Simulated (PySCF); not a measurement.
Boron: a sound run and one with changed settings

Sound run: B⁺ [He] 2s2, B²⁺ [He] 2s1. Computed with PySCF 2.14 in def2-TZVP, with no relativity, point nucleus. In the sound run the correlated levels freeze 1s2. The sound run starts from symmetry-adapted Hartree-Fock orbitals and uses a fine grid where one is needed.

A second run was set up differently.

| species | method | sound run (hartree) | changed run (hartree) | converged |
| --- | --- | --- | --- | --- |
| B⁺ | MP2 | -24.27227 | -24.28686 | yes |
| B⁺ | CCSD(T) | -24.29629 | -24.31173 | yes |
| B²⁺ | MP2 | n/a | -23.38954 | yes |
| B²⁺ | CCSD(T) | n/a | -23.39101 | yes |

Ionisation energy of B⁺:

| method | sound run (eV) | changed run (eV) |
| --- | --- | --- |
| UHF | 23.441 | 23.441 |
| MP2 | 24.405 | 24.417 |
| SCS-MP2 | 24.598 | 24.609 |
| CCSD | 25.059 | 25.047 |
| CCSD(T) | 25.059 | 25.054 |

Task: What was changed?
A. all electrons correlated in a valence basis
B. too few SCF iterations
C. minimal basis
D. a valence shell is frozen

Result: A. A valence basis has no tight correlating functions, so it recovers only part of the core correlation, and not evenly between atom and ion.
